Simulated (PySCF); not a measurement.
Cl3Hf (SMILES [Cl][Hf+]([Cl])[Cl]), charge +1, singlet, at a GFN2-xTB geometry (such geometries of metal compounds can be far from the true shape) (the multiplicity is a formal guess) (core potentials on Hf); PBE/def2-SV(P) in PySCF.

The PySCF input:
```python
from pyscf import gto, scf, dft

mol = gto.Mole()
mol.atom = '''
    Hf    0.095378    0.333715    0.205094
    Cl    1.799706   -0.738826   -0.753530
    Cl   -0.887153   -1.284577    1.383992
    Cl   -1.316508    0.610024   -1.499097
'''
mol.basis = 'def2-sv(p)'
mol.ecp = {'Hf': 'def2-sv(p)'}
mol.charge = 1
mol.spin = 0
mol.verbose = 4
mol.build()

mf = dft.RKS(mol)
mf.xc = 'pbe'
mf.kernel()
mf.analyze()
```

What the program printed (banner, timings and long lists left out):

```
PySCF version 2.14.0

[INPUT] verbose = 4
[INPUT] num. atoms = 4
[INPUT] num. electrons = 62
[INPUT] charge = 1
[INPUT] spin (= nelec alpha-beta = 2S) = 0
[INPUT] symmetry False subgroup None
[INPUT] Mole.unit = angstrom
[INPUT] Symbol           X                Y                Z      unit          X                Y                Z       unit  Magmom
[INPUT]  1 Hf     0.095378000000   0.333715000000   0.205094000000 AA    0.180238298309   0.630629953659   0.387571489792 Bohr   0.0
[INPUT]  2 Cl     1.799706000000  -0.738826000000  -0.753530000000 AA    3.400951444736  -1.396178793708  -1.423965326644 Bohr   0.0
[INPUT]  3 Cl    -0.887153000000  -1.284577000000   1.383992000000 AA   -1.676476200586  -2.427498715915   2.615365838589 Bohr   0.0
[INPUT]  4 Cl    -1.316508000000   0.610024000000  -1.499097000000 AA   -2.487839560799   1.152778289412  -2.832882764157 Bohr   0.0

nuclear repulsion = 277.181327801761
number of shells = 35
number of NR pGTOs = 158
number of NR cGTOs = 79
basis = def2-sv(p)
ecp = {'Hf': 'def2-sv(p)'}

******** <class 'pyscf.dft.rks.RKS'> ********
method = RKS
initial guess = minao
damping factor = 0
level_shift factor = 0
DIIS = <class 'pyscf.scf.diis.CDIIS'>
diis_start_cycle = 1
diis_space = 8
diis_damp = 0
SCF conv_tol = 1e-09
SCF conv_tol_grad = None
SCF max_cycles = 50
direct_scf = True
direct_scf_tol = 1e-13
XC library pyscf.dft.libxc version 7.1.2
    S. Lehtola, C. Steigemann, M. J. T. Oliveira, and M. A. L. Marques,  SoftwareX 7, 1–5 (2018)
XC functionals = pbe
    J. P. Perdew, K. Burke, and M. Ernzerhof,  Phys. Rev. Lett. 77, 3865 (1996)
    J. P. Perdew, K. Burke, and M. Ernzerhof,  Phys. Rev. Lett. 78, 1396 (1997)
    J. P. Perdew, K. Burke, and M. Ernzerhof,  Phys. Rev. Lett. 77, 3865 (1996)
    J. P. Perdew, K. Burke, and M. Ernzerhof,  Phys. Rev. Lett. 78, 1396 (1997)
radial grids:
    Treutler-Ahlrichs [JCP 102, 346 (1995); DOI:10.1063/1.469408] (M4) radial grids

becke partition: Becke, JCP 88, 2547 (1988); DOI:10.1063/1.454033
pruning grids: <function nwchem_prune>
grids dens level: 3
symmetrized grids: False
atomic radii adjust function: <function treutler_atomic_radii_adjust>
small_rho_cutoff = 0
Set gradient conv threshold to 3.16228e-05
Initial guess from minao.
tot grids = 80432
init E= -1415.50504219039
  HOMO = -0.490511721123345  LUMO = -0.378076076144354  gap/eV = 3.05953
cycle= 1 E= -1427.3137625256  delta_E= -11.8  |g|= 0.907  |ddm|= 7.61
  HOMO = -0.486742190294838  LUMO = -0.195882568623559  gap/eV = 7.91469
cycle= 2 E= -1426.79741847794  delta_E= 0.516  |g|= 1.43  |ddm|= 2.71
  HOMO = -0.462947183337773  LUMO = -0.342343042992087  gap/eV = 3.28181
cycle= 3 E= -1427.52277558822  delta_E= -0.725  |g|= 0.259  |ddm|= 2.06
  HOMO = -0.492590054989827  LUMO = -0.351821448583864  gap/eV = 3.83051
cycle= 4 E= -1427.54044977703  delta_E= -0.0177  |g|= 0.0619  |ddm|= 0.355
  HOMO = -0.485012303111281  LUMO = -0.350210437803175  gap/eV = 3.66815
cycle= 5 E= -1427.54116892121  delta_E= -0.000719  |g|= 0.0277  |ddm|= 0.0813
  HOMO = -0.485651319955059  LUMO = -0.348229658962072  gap/eV = 3.73943
cycle= 6 E= -1427.54139636991  delta_E= -0.000227  |g|= 0.00204  |ddm|= 0.0329
  HOMO = -0.485633543144379  LUMO = -0.348364068348504  gap/eV = 3.73529
cycle= 7 E= -1427.54139767318  delta_E= -1.3e-06  |g|= 0.00044  |ddm|= 0.00264
  HOMO = -0.485607043722158  LUMO = -0.34836604545081  gap/eV = 3.73452
cycle= 8 E= -1427.54139771827  delta_E= -4.51e-08  |g|= 0.000153  |ddm|= 0.000475
  HOMO = -0.485608670308693  LUMO = -0.348354508398947  gap/eV = 3.73488
cycle= 9 E= -1427.54139772578  delta_E= -7.51e-09  |g|= 3.33e-05  |ddm|= 0.000183
  HOMO = -0.485608834272301  LUMO = -0.348354008905015  gap/eV = 3.73489
cycle= 10 E= -1427.54139772615  delta_E= -3.77e-10  |g|= 6.27e-06  |ddm|= 5.1e-05
  HOMO = -0.485609092207823  LUMO = -0.348355587197752  gap/eV = 3.73486
Extra cycle  E= -1427.54139772608  delta_E= 7.34e-11  |g|= 1.6e-05  |ddm|= 2.71e-05
converged SCF energy = -1427.54139772608
**** SCF Summaries ****
Total Energy =                       -1427.541397726080049
Nuclear Repulsion Energy =             277.181327801761483
One-electron Energy =                -2524.931236321594952
Two-electron Energy =                  820.208510793753476
Two-electron Coulomb Energy =          910.153475005488986
DFT Exchange-Correlation Energy =      -89.944964211735495
HOMO-LUMO gap [eV] =                     3.734858107427050
**** MO energy ****
MO #1   energy= -100.855807296708  occ= 2
MO #2   energy= -100.855793300742  occ= 2
MO #3   energy= -100.855790438464  occ= 2
MO #4   energy= -9.39303430837999  occ= 2
MO #5   energy= -9.39302994156824  occ= 2
MO #6   energy= -9.39302760512317  occ= 2
MO #7   energy= -7.21854612682181  occ= 2
MO #8   energy= -7.21854221754877  occ= 2
MO #9   energy= -7.2185403654698   occ= 2
MO #10  energy= -7.21582454760322  occ= 2
MO #11  energy= -7.21581036436676  occ= 2
MO #12  energy= -7.21580541907755  occ= 2
MO #13  energy= -7.21487770754559  occ= 2
MO #14  energy= -7.21487638866305  occ= 2
MO #15  energy= -7.21486072784711  occ= 2
MO #16  energy= -2.63002746232999  occ= 2
MO #17  energy= -1.52271945585947  occ= 2
MO #18  energy= -1.51803579412274  occ= 2
MO #19  energy= -1.51803515891124  occ= 2
MO #20  energy= -0.955389709820374 occ= 2
MO #21  energy= -0.944394382372539 occ= 2
MO #22  energy= -0.944393416143202 occ= 2
MO #23  energy= -0.561821107540043 occ= 2
MO #24  energy= -0.550028899360087 occ= 2
MO #25  energy= -0.550028180516092 occ= 2
MO #26  energy= -0.535978709193565 occ= 2
MO #27  energy= -0.535978216117654 occ= 2
MO #28  energy= -0.530567436279167 occ= 2
MO #29  energy= -0.49847023862789  occ= 2
MO #30  energy= -0.498469649254324 occ= 2
MO #31  energy= -0.485609092207823 occ= 2
MO #32  energy= -0.348355587197752 occ= 0
MO #33  energy= -0.316631557341152 occ= 0
MO #34  energy= -0.3166312060848   occ= 0
MO #35  energy= -0.270821347953583 occ= 0
MO #36  energy= -0.270821066441467 occ= 0
MO #37  energy= -0.250161717228657 occ= 0
MO #38  energy= -0.132108822578187 occ= 0
MO #39  energy= -0.121566380691716 occ= 0

WARN: System has nonzero charge 1; the dipole moment is origin-dependent.
Location of origin: [0. 0. 0.]

Dipole moment(X, Y, Z, Debye):  1.01441,  3.54970,  2.18166
```
